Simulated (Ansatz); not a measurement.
Abridged output of a molecular run in Ansatz:

```
Functional definition: HF
1418 factors; integrals over basis functions are off by at most 1.0e-3 eV
mean field evaluation 1: about -15059.3519 eV, gradient 3.9e1 eV
mean field evaluation 2: about -15059.5130 eV, gradient 3.9e1 eV
mean field evaluation 4: about -15062.6925 eV, gradient 3.5e0 eV
mean field evaluation 8: about -15062.7403 eV, gradient 2.1e-1 eV
mean field -15062.74049835 eV, -553.5455034223 hartree, gradient 4.6e-6 eV, S^2 0.000000; 0 other end points of the search recorded, 0 dependent functions left out
9 core orbitals not correlated: weight in the atoms' cores, before any rotation towards them, 1.000 or more for the frozen orbitals, at most 0.000 for the correlated occupied ones
reference -15062.74049835 eV, -553.5455034223 hartree; 15, 15 occupied and 212, 212 virtual orbitals, 1418 factors
second order -24.24117096 eV of doubles, -0.00000000 eV of singles
cycle   1  -24.59796340 eV  change   -3.6e-1 eV  update   1.0e-1
cycle   2  -25.13529687 eV  change   -5.4e-1 eV  update   3.0e-2
cycle   3  -25.25876210 eV  change   -1.2e-1 eV  update   1.6e-2
cycle   4  -25.24388254 eV  change    1.5e-2 eV  update   3.4e-3
cycle   5  -25.24208103 eV  change    1.8e-3 eV  update   1.4e-3
cycle   6  -25.24272425 eV  change   -6.4e-4 eV  update   3.5e-4
cycle   7  -25.24253270 eV  change    1.9e-4 eV  update   1.1e-4
cycle   8  -25.24247735 eV  change    5.5e-5 eV  update   3.4e-5
cycle   9  -25.24249203 eV  change   -1.5e-5 eV  update   1.2e-5
perturbative correction -0.81021321 eV, -0.0297747862 hartree
Total energy: -15088.79320360 eV, -554.5029226808 hartree
```

Its atoms:

Cartesian coordinates in Å:
```
F 0.5512 1.5301 1.8456
B -0.3276 0.6626 1.3684
F -1.5988 0.9162 1.6367
C 0.1026 -0.5528 0.5146
Si 0.1786 -0.1498 -1.3269
H -0.6064 -1.3776 0.6265
H 1.1004 -0.8957 0.8014
H -1.1559 0.2884 -1.8110
H 0.5953 -1.3590 -2.0826
H 1.1606 0.9376 -1.5728
```

Question: Which basis set was used?
A. def2-TZVPP
B. cc-pV(Q+d)Z
C. def2-SVPD
D. def2-TZVPPD

Answer: A. It gives 236 functions.

Question: Write the keys of the input that set method, charge and spin (a neutral closed shell needs none for the last two).

Answer: 
```yaml
correlation: {method: ccsd_t}
```
